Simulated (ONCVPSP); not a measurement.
## Cutoff test, thulium (Tm), ONCV

| Property | Result |
| --- | --- |
| Element | Tm |
| Generator | ONCVPSP 4.0.1 |
| Type | optimised norm-conserving Vanderbilt (ONCV) |
| Functional | LDA (Perdew-Wang 92) |
| Relativity | scalar-relativistic |
| Frozen core | [Kr] |
| Valence charge | 33 |
| Reference configuration | 4d10 4f12 5s2 5p6 5d1 6s2 |
| Partial waves | 5s+6s: rc 2.25 bohr, ncon 3, nbas 7, qcut 5.5 1/bohr, 2 projectors; 5p: rc 1.80 bohr, ncon 3, nbas 7, qcut 8.2 1/bohr, 2 projectors, debl 1 Ha; 4d+5d: rc 0.95 bohr, ncon 4, nbas 8, qcut 16 1/bohr, 2 projectors; 4f: rc 1.30 bohr, ncon 5, nbas 9, qcut 11.8 1/bohr, 2 projectors, debl 0.6 Ha |
| Local potential | polynomial inside 0.90 bohr (lpopt 5, dvloc0 0 Ha) |
| Core correction | Teter function, fcfact 4.5, rcfact 1.35 |

In the p channel the program set the typed energies aside and used -1.121, 0.250 Ha.

Question: For each optimised wave give the share of its norm inside rc, the residual kinetic energy above qcut (Ha) and the cutoffs (Ha) for errors of 10, 1, 0.1 and 0.01 mHa per electron.

Answer:

```csv
wave,norm inside rc,residual KE,10 mHa,1 mHa,0.1 mHa,0.01 mHa
5s,0.982,6.3e-07,3.6,7.3,10.8,12.8
6s,0.104,1.5e-06,2.9,7.7,11.2,13.4
5p,0.788,1.9e-07,13.5,20.2,24.8,28.2
p projector 2,0.093,8.6e-08,6.5,18.5,23.8,27.8
4d,0.944,1.4e-05,92.6,107.1,117.9,137.7
5d,0.023,3.4e-06,72.5,93.4,109.5,122.0
4f,0.901,3.5e-03,64.9,129.2,198.3,219.6
f projector 2,0.003,2.6e-05,37.3,53.4,64.3,77.8
```

The occupied waves need 129 Ha and 198 Ha for 1 and 0.1 mHa. Rows with under 1 % of the norm inside rc give no meaningful cutoff. Note: ghosts flagged at negative energy: s at -161.2 eV; GHOST(+) flagged for p at 92.8 eV. A true bound ghost makes a file unfit for plane-wave use. 2 of 4 tests not solved or not reliable.
